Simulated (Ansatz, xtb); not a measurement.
## C3HBr2NS: 3 structures ranked

3 gas-phase structures of C3HBr2NS, from a drawn sample of its isomers (lower ones may exist). Each was relaxed with GFN2-xTB:

A. `Brc1csc(Br)n1`, a singlet
B. `Brc1cnc(Br)s1`, a singlet
C. `Brc1ncsc1Br`, a singlet

Q: Estimate their order in r2SCAN-D4/def2-SVP energy at these geometries, lowest first.

A: Calculated order at r2SCAN-D4/def2-SVP: A (0.0), B (1.8), C (2.1) kcal/mol. Less than 1 kcal/mol parts B and C, so the order within that pair means little.

Energies above the lowest of each column, in kcal/mol; the last columns are at B3LYP/def2-SVP geometries:

```
structure  GFN2-xTB  HF/STO-3G  r2SCAN-D4/def2-SVP  B3LYP/def2-SVP  CCSD(T)/def2-SVP + ΔMP2/def2-TZVPP
        A       0.0        0.0                 0.0             0.0                                 0.0
        B       2.3        1.6                 1.8             1.7                                 1.9
        C       1.8        2.6                 2.1             2.5                                 1.5
```

Every level run on A puts it lowest or level with the lowest. CCSD(T)/def2-SVP + ΔMP2/def2-TZVPP orders those it was run on as A (0.0), C (1.5), B (1.9) kcal/mol. Less than 1 kcal/mol parts C and B, so the order within that pair means little. ΔMP2 is the change of the MP2 energy from the smaller to the larger basis.

Programs: Ansatz 0.2.0, xtb 6.7.1.
